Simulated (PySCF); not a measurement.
C3H11PSi2.
Bonds: P1–Si2, Si2–Si3, Si3–C4, C4–C5, C5–C6, C4–C6. Hydrogens: H7, H8 on P1; H9, H10 on Si2; H11, H12 on Si3; H13 on C4; H14, H15 on C5; H16, H17 on C6.

Computed, not measured: core-valence-separated Tamm–Dancoff BHandHLYP/aug-pcX-1 (pcseg-1 on H, def2-SVPD on P, def2-SVPD on Si) in PySCF, non-relativistic, gas phase, PBE0-D3(BJ)/def2-SVP geometry. No empirical shift is added; at this level the pattern usually sits a few eV under experiment.

List the carbon K-edge absorption lines.

| E (eV) | f | core hole on | main final orbital |
| --- | --- | --- | --- |
| 285.45 | 0.0091 | C4 | LUMO (75 %) |
| 285.79 | 0.0086 | C5 | LUMO (65 %) |
| 285.83 | 0.0230 | C4 | spread |
| 285.84 | 0.0106 | C6 | LUMO (42 %) |
| 286.13 | 0.0224 | C5 | spread |
| 286.22 | 0.0272 | C6 | spread |
| 286.29 | 0.0131 | C4 | spread |
| 286.42 | 0.0079 | C4 | LUMO+1 (39 %) |
| 286.48 | 0.0231 | C5 | spread |
| 286.51 | 0.0299 | C6 | spread |
| 286.70 | 0.0092 | C6 | LUMO+2 (39 %) |
| 286.73 | 0.0155 | C4 | spread |
| 286.79 | 0.0163 | C5 | spread |
| 286.82 | 0.0207 | C6 | spread |
| 286.88 | 0.0053 | C5 | LUMO+3 (41 %) |

The first line with a tenth or more of the strongest one's intensity is at 285.45 eV (f = 0.009), with the hole on C4 (sp3 carbon bound to silicon). The strongest listed is at 286.51 eV (f = 0.030; C6).

Roots within 0.03 eV whose holes lie on the same, on equivalent or on shared atoms are summed into one line, and the highest roots are left out, as the search may have cut off their partners. Final orbitals are the ground state's empty Kohn–Sham orbitals.

What are the wavelength and the wavenumber of the 285.84 eV line?

λ = 12398.42 eV Å/285.84 eV = 43.375 Å; 2.3055 × 10⁶ cm⁻¹.

Only the lowest roots of each edge were sought.

Hardware: one thread, Intel Xeon at 2.50 GHz (x86_64), on a shared host. Cost: 34 s of wall time, 0.94 GiB resident at most.

Conformer computed: `[PH2:1][SiH2:2][SiH2:3][CH:4]1[CH2:5][CH2:6]1`: P1–Si2–Si3–C4 164°, Si2–Si3–C4–C5 29°, H–P1–Si2–Si3 67°, H–P1–Si2–Si3 161°.

One conformer stands for the species.
